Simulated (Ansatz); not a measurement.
```yaml
crystal:
  periodic: [false, false, false]
  atoms:
    - {symbol: F, position_ang: [-1.316174, -1.560566, -2.300029]}
    - {symbol: C, position_ang: [-0.539452, -0.764897, -1.890766]}
    - {symbol: C, position_ang: [-0.331192, -0.484830, -0.332508]}
    - {symbol: C, position_ang: [0.500847, 0.343788, 0.267303]}
    - {symbol: F, position_ang: [1.212585, 1.368761, -0.498467]}
    - {symbol: C, position_ang: [0.577718, 0.665593, 1.733688]}
    - {symbol: F, position_ang: [1.483506, 1.667987, 2.104325]}
    - {symbol: F, position_ang: [-0.015562, -0.158841, 2.555273]}
    - {symbol: H, position_ang: [-0.191575, -0.140106, -2.346889]}
    - {symbol: H, position_ang: [-1.131037, -1.213066, 0.303294]}
basis:
  gaussian: {orbitals: ANO-RCC-VTZP}
magnetization: {spin_polarized: true, initial_magnetization: 2}
hamiltonian: {xc: {name: BLYP}, dispersion: d3bjatm}
relax: {f_tol: 0.0001, max_steps: 1}
```

```sh
$ ansatz run in.yaml --threads 4 --pin off --events-out ev --progress --plain --max-ram 11315MiB
```

Output, abridged:

```
Functional definition: BLYP
1806 factors; their error is unknown
mean field evaluation 1: about -15046.0789 eV, gradient 4.8e1 eV
mean field evaluation 2: about -14995.9111 eV, gradient 9.6e1 eV
mean field evaluation 4: about -15056.0189 eV, gradient 9.2e0 eV
mean field evaluation 8: about -15056.4073 eV, gradient 4.7e-1 eV
mean field evaluation 16: about -15056.3567 eV, gradient 4.6e-3 eV
mean field -15056.35669481 eV, -553.3109029691 hartree, gradient 3.3e-5 eV, S^2 2.005049; 0 other end points of the search recorded, 0 dependent functions left out
reference -15056.35715203 eV, -553.3109197717 hartree; 32, 30 occupied and 236, 238 virtual orbitals, 1806 factors
relax step   1: F+E_penalty+E_count = -15056.75051934 eV  Δ(F+E_penalty+E_count) = +0.000e0 eV  max|allowed force component| = 1.537e1 eV/Å  Δτ_max = 0.0000 Å  (41 SCF iters, accepted)
Error: geometry relaxation did not converge after 1 steps: max|allowed force component| = 1.54e1 eV/Å (threshold 1.0e-4). Raise `relax.max_steps` over both its present limit and 1, loosen `relax.f_tol`, or start from a geometry closer to equilibrium. Where this run's directory can be resumed (`checkpoint.write`), a resume goes on for up to `relax.max_steps` more
```

Q: Something in this input is off. What?

A: The relaxation is allowed too few steps for its threshold. The run did not converge.
